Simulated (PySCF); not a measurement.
From MP2 to CCSD(T): MCs along the third period

MP2 and CCSD(T) in PySCF with def2-SVPD on every atom (core potentials on Cs), for the lowest determinant that a PBE0 search found; no spin–orbit coupling.

| molecule | state (unpaired electrons) | MP2 Re (Å) | MP2 ωe (cm⁻¹) | MP2 De (eV) | CCSD(T) Re (Å) | CCSD(T) ωe (cm⁻¹) | CCSD(T) De (eV) |
| --- | --- | --- | --- | --- | --- | --- | --- |
| CsNa | singlet (closed shell) | 3.945 | 96.7 | 0.35 | 3.960 | 93.4 | 0.55 |
| CsMg | doublet (σ ↑) | 4.837 | 32.2 | 0.05 | 4.636 | 41.0 | 0.07 |
| CsAl | triplet (σ ↑, π ↑) | 3.791 | 109 | 0.41 | 3.793 | 111 | 0.45 |
| CsSi | quartet (σ ↑, π ↑↑) | 3.413 | 165 | 1.53 | 3.418 | 164 | 1.46 |
| CsS | doublet (π ↑) | 3.209 | 186 | 2.45 | ? | ? | ? |
| CsCl | singlet (closed shell) | 3.049 | 200 | 4.35 | 3.054 | 199 | 4.19 |

**Question.** Estimate the CCSD(T) values of CsS by adding the mean shift from MP2 to CCSD(T) of the other rows, and compare with the calculation.

**Answer.** The mean shifts are -3.5 pm, +1 cm⁻¹ and +0.01 eV, which give 3.174 Å, 187 cm⁻¹ and 2.46 eV. CCSD(T)/def2-SVPD gives Re = 3.216 Å, ωe = 185 cm⁻¹, De = 2.40 eV.

**Question.** What are the mean differences of MP2 from CCSD(T) over the whole series?

**Answer.** Re +2.8 pm, ωe -1 cm⁻¹, De +0.00 eV.

In a basis of this size CCSD(T) is itself not converged; it tends to give bonds that are too long and too weak.

Correlated steps freeze the inner cores (1 to 5 orbitals); shallow outer-core shells are correlated. UHF and ROHF references stand side by side, which adds small steps between rows. Weak bonds: CsAl, CsMg, CsNa. Basis-set superposition, not corrected here, can be much of De in a small basis, most of all at correlated wavefunction levels. These are scalar-relativistic numbers at best; spin–orbit coupling would shift them, the dissociation energy most. Where the molecule has an RHF reference, its open-shell atoms are computed with UHF. States were picked by a PBE0 search and need not be the measured ground states.
